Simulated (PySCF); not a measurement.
# Radial density of Ni⁺ (nickel, charge +1)

UHF, [Ar] 3d9, 2D determinant. All numbers are calculated (PySCF 2.14, no relativity, point nucleus, in def2-SVP (5s3p2d1f, 31 functions)).

| r (bohr) | 4πr²ρ (e/bohr) | 4πr²(ρα − ρβ) |
| --- | --- | --- |
| 0.00101 | 0.1775 | 0.0000 |
| 0.00170 | 0.4903 | 0.0000 |
| 0.00286 | 1.309 | 0.0000 |
| 0.00481 | 3.304 | 0.0000 |
| 0.00808 | 7.804 | 0.0000 |
| 0.0136 | 16.21 | 0.0000 |
| 0.0229 | 27.55 | 0.0001 |
| 0.0385 | 33.73 | 0.0002 |
| 0.0647 | 28.39 | 0.0012 |
| 0.109 | 29.50 | 0.0126 |
| 0.183 | 38.09 | 0.0989 |
| 0.308 | 20.75 | 0.4291 |
| 0.518 | 18.84 | 0.9437 |
| 0.871 | 16.20 | 0.8625 |
| 1.47 | 4.207 | 0.3061 |
| 2.47 | 0.5463 | 0.0374 |
| 4.15 | 0.0008736 | 0.0001 |
